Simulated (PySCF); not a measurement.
**MSb for M along group 13**

PBE0 with triple-zeta basis sets in PySCF, for the lowest determinant that a PBE0 search found; no spin–orbit coupling. De refers to high-spin ground-configuration atoms. A positive dipole means M(−)Sb(+).

```
 M         basis  state (unpaired electrons)  Re (Å)  ωe (cm⁻¹)  De (eV)  μ (D)
 B  x2c-TZVPPall          triplet (σ ↑, π ↑)   2.050        694     2.52   0.82
Ga    cc-pVTZ-PP              triplet (π ↑↑)   2.773        176     1.79  -1.44
In    cc-pVTZ-PP              triplet (π ↑↑)   2.945        145     1.70  -1.88
```

The shortest bond is that of BSb (2.050 Å), the longest that of InSb (2.945 Å).

The rows differ in basis set, which adds steps of its own.

The state changes along the series, so neighbouring rows are not always alike in their bonding.

These are scalar-relativistic numbers at best; spin–orbit coupling would shift them, the dissociation energy most. States were picked by a PBE0 search and need not be the measured ground states.
